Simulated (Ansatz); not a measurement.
```xyz
9

F     0.012   -1.368   -2.320
Si    0.499   -0.358   -1.178
Si   -0.824    1.072    0.063
Si    0.371   -0.688    1.104
H     1.780    0.274   -1.584
H    -2.277    0.786    0.164
H    -0.523    2.523    0.155
H     1.565   -0.557    1.977
H    -0.603   -1.683    1.620
```

Total charge 0; spin multiplicity 1.

**Question.** List the B3LYP/def2-TZVPP orbital energies in eV (Ansatz). (An estimate is asked.)

**Answer.** Computed: Occupied: -1800.00, -1799.07, -1799.07, -671.62, -144.43, -143.65, -143.64, -99.79, -99.72, -99.72, -98.97, -98.96, -98.95, -98.95, -98.94, -98.94, -32.52, -16.60, -14.46, -13.63, -12.49, -12.24, -11.90, -10.43, -9.74, -9.72, -6.96, -6.88. Lowest empty: -1.77, -0.38, -0.27, 0.02, 0.36, 1.07, 1.65, 2.35.

B3LYP here is the variant with VWN-RPA as its local correlation; programs differ in this.
